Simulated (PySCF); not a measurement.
C2H7BO3, SMILES OCB(O)CO.

Geometry optimised at B3LYP-D3(BJ)/def2-SVP. This is a generated structure with no PubChem entry under its InChIKey; it may be hypothetical. The values are those of a single conformer.

Computed with TDDFT-B3LYP/def2-SVPD (PySCF).

Vertical excitations. 

Give excitation energies, oscillator strengths and character. (An estimate is asked for; the answer gives what the named calculation found.)


| state | energy (eV) | λ (nm) | f | main pairs |
|---|---|---|---|---|
| S1 | 6.04 | 205 | 0.004 | HOMO→LUMO+1 69 %, HOMO−1→LUMO+1 28 % |
| S2 | 6.13 | 202 | 0.010 | HOMO→LUMO 92 % |
| S3 | 6.23 | 199 | 0.002 | HOMO−1→LUMO 91 % |
| S4 | 6.38 | 194 | 0.019 | HOMO−1→LUMO+1 60 %, HOMO→LUMO+1 19 %, HOMO→LUMO+2 18 % |
| S5 | 6.44 | 193 | 0.011 | HOMO→LUMO+2 47 %, HOMO−1→LUMO+2 30 %, HOMO−1→LUMO+1 10 %, HOMO→LUMO+1 9 % |
| S6 | 6.78 | 183 | 0.016 | HOMO−1→LUMO+2 64 %, HOMO→LUMO+2 32 % |
| S7 | 7.22 | 172 | 0.001 | HOMO−2→LUMO 95 % |
| S8 | 7.24 | 171 | 0.021 | HOMO−2→LUMO+1 94 % |
| S9 | 7.49 | 166 | 0.005 | HOMO→LUMO+3 63 %, HOMO−1→LUMO+3 30 % |
| S10 | 7.64 | 162 | 0.003 | HOMO−2→LUMO+2 89 % |
| T1 | 5.67 | 218 | 0 | HOMO→LUMO+1 64 %, HOMO−1→LUMO+1 29 % |
| T2 | 6.04 | 205 | 0 | HOMO→LUMO 88 % |
| T3 | 6.11 | 203 | 0 | HOMO−1→LUMO+1 59 %, HOMO→LUMO+1 22 %, HOMO−1→LUMO 9 % |
| T4 | 6.14 | 202 | 0 | HOMO−1→LUMO 47 %, HOMO→LUMO+2 26 %, HOMO−1→LUMO+2 12 % |
Triplets are in the Tamm–Dancoff approximation, which puts them higher than full response would, so one can lie above its singlet here.
